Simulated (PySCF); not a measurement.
How methods differ on the ionisation energy of Au

Au [Xe] 4f14 5d10 6s1 (2S) → Au⁺ [Xe] 4f14 5d10 (1S), as a difference of total energies. Calculation: PySCF 2.14, in aug-cc-pVDZ-PP with ECP60MDF; scalar relativity through the core potential. Correlated levels: valence: 5s2 5p6 frozen. The calculations carry no spin-orbit coupling.

```
           method  ionisation energy (eV)
              UHF                   7.680
             BP86                   9.698
           r2SCAN                   9.479
    MP2 (valence)                   9.094
SCS-MP2 (valence)                   8.919
```

Errors of the correlated levels include the incompleteness of this basis and the frozen core.

Q: Which method comes closest to the reference value, and which is furthest?

A: The reference is 9.226 eV (measured; NIST Atomic Spectra Database, ionization energies). Closest: MP2 (valence) (error -0.132 eV); furthest: UHF (error -1.546 eV).
